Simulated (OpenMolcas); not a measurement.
## Ni6+, Pd6+, Pt6+: d4 down the group

```json
{"Program": "OpenMolcas 26.06", "Method": "MS-RASPT2, IPEA 0.25 Eh, imaginary shift 0.1 Eh", "Basis": "ANO-R2", "Scalar Hamiltonian": "X2C, finite nucleus", "Spin-orbit coupling": "state interaction with AMFI integrals over the reference wave functions, term energies averaged over their components"}
```

Active space for each ion: 10 electrons in 8 orbitals (RAS1 p, at most 2 holes; RAS2 d); closed shells correlated by CASPT2: Ni6+ 3s; Pd6+ 4s; Pt6+ 5s.

Computed levels in cm-1 above 5D0:

```json
{"Level": "5D1", "Ni6+": "290", "Pd6+": "973", "Pt6+": "7670"}
{"Level": "5D2", "Ni6+": "838", "Pd6+": "2450", "Pt6+": "13600"}
{"Level": "5D3", "Ni6+": "1604", "Pd6+": "4160", "Pt6+": "17730"}
{"Level": "5D4", "Ni6+": "2550", "Pd6+": "5990", "Pt6+": "19660"}
{"Level": "3H4", "Ni6+": "32550", "Pd6+": "22080", "Pt6+": "29320"}
{"Level": "3P1(1)", "Ni6+": "32970", "Pd6+": "24620", "Pt6+": "36460"}
{"Level": "3H5", "Ni6+": "33210", "Pd6+": "24330", "Pt6+": "36280"}
{"Level": "3H6", "Ni6+": "33890", "Pd6+": "25900", "Pt6+": "39260"}
{"Level": "3F2(1)", "Ni6+": "35480", "Pd6+": "26250", "Pt6+": "34620"}
{"Level": "weight of 5D in the lowest level (%)", "Ni6+": "99", "Pd6+": "94", "Pt6+": "56"}
```

Mixed levels, with the weight of the term that names them: Pd6+ 3H4 (73 %), Pt6+ 5D0 (56 %), Pt6+ 5D4 (52 %), Pt6+ 3H4 (52 %), Pt6+ 3P1(1) (70 %), Pt6+ 3H5 (74 %), Pt6+ 3H6 (68 %), Pt6+ 3F2(1) (58 %).

Measured, with the error of the calculation in %. Measured levels: Ni6+ from Corliss and Sugar, J. Phys. Chem. Ref. Data 10, 197 (1981).

| Level | Ni6+ |
| --- | --- |
| 5D1 | 279 (+3.8) |
| 5D2 | 804 (+4.3) |
| 5D3 | 1520 (+5.6) |
| 5D4 | 2392 (+6.6) |
| 3H4 | 31672 (+2.8) |
| 3P1(1) | 31836 (+3.6) |
| 3H5 | 32286 (+2.8) |
| 3H6 | 32877 (+3.1) |
| 3F2(1) | 34247 (+3.6) |

The fine-structure level 5D4 changes by a factor of 7.71 from Ni6+ to Pt6+.

Without spin-orbit coupling 3H lies 31830, 20930, 19000 cm-1 above 5D in that order; the difference to the level 3H4, of either sign, comes from spin-orbit coupling, which also lowers the zero.

CASPT2 does not keep the components of a term degenerate, so their means are used; among the terms shown or strongly mixed into the levels shown the widest spread is 1100 cm-1 (5d4 1I, Pt6+). Active for correlation alone: 3p; no level in the range computed is led by a configuration that opens it, so any true level of that kind is missing (holds for Ni6+). Active for correlation alone: 4p; no level in the range computed is led by a configuration that opens it, so any true level of that kind is missing (holds for Pd6+). Active for correlation alone: 5p; no level in the range computed is led by a configuration that opens it, so any true level of that kind is missing (holds for Pt6+). The CASPT2 spread within a term exceeds the gap to the next term for 5d4 1I and 5d4 3D, so the order of their levels is uncertain (holds for Pt6+). Computed and measured levels are paired by configuration, term and J; levels that our copy of the source lacks, or whose pairing is in doubt (as where it misses far off the trend of its configuration), stay unpaired and out of the deviations. Levels of configurations outside the active space are missing.

A number in round brackets counts repeated terms of one configuration in the order of the reference energies.
